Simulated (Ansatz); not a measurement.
```yaml
crystal:
  periodic: [false, false, false]
  atoms:
    - {symbol: Si, position_ang: [-0.000146, 0.000210, -0.025179]}
    - {symbol: Br, position_ang: [0.011203, -0.018180, 2.174061]}
    - {symbol: Cl, position_ang: [1.919496, 0.010574, -0.726095]}
    - {symbol: Cl, position_ang: [-0.969172, 1.669181, -0.697449]}
    - {symbol: Cl, position_ang: [-0.961382, -1.661785, -0.725338]}
basis:
  gaussian: {orbitals: def2-SVPD, fitting: {mean_field: cc-pVTZ-jkfit}, point_charges: [{charge: 1.00, position_ang: [6.039, -0.339, -0.456]}]}
hamiltonian: {xc: {name: B2PLYP}}
```

```sh
$ ansatz run in.yaml --threads 4 --pin off --events-out ev --progress --plain --max-ram 3916MiB
```

Shortened log:

```
Functional definition: B2PLYP
691 factors; integrals over basis functions are off by at most 2.6e-1 eV
mean field evaluation 1: about -115441.3704 eV, gradient 2.1e1 eV
mean field evaluation 2: about -115441.3697 eV, gradient 2.1e1 eV
mean field evaluation 4: about -115442.6318 eV, gradient 2.0e0 eV
mean field evaluation 8: about -115442.6430 eV, gradient 3.8e-2 eV
mean field evaluation 16: about -115442.6430 eV, gradient 4.0e-6 eV
mean field -115442.64300149 eV, -4242.4388804709 hartree, gradient 4.0e-6 eV, S^2 0.000000; 0 other end points of the search recorded, 0 dependent functions left out
29 core orbitals not correlated: weight in the atoms' cores, before any rotation towards them, 1.000 or more for the frozen orbitals, at most 0.000 for the correlated occupied ones
reference -115442.64316629 eV, -4242.4388865270 hartree; 21, 21 occupied and 96, 96 virtual orbitals, 691 factors
second order -25.29411762 eV of doubles, -0.00000000 eV of singles
Total energy: -115449.47257804 eV, -4242.6898627800 hartree
```

Run time 3 s (4 threads of Arm Neoverse V1 on a shared host).

Correlated methods freeze 29 core orbitals; core or outer-core shells of Br are correlated, in sets that lack core-valence functions.
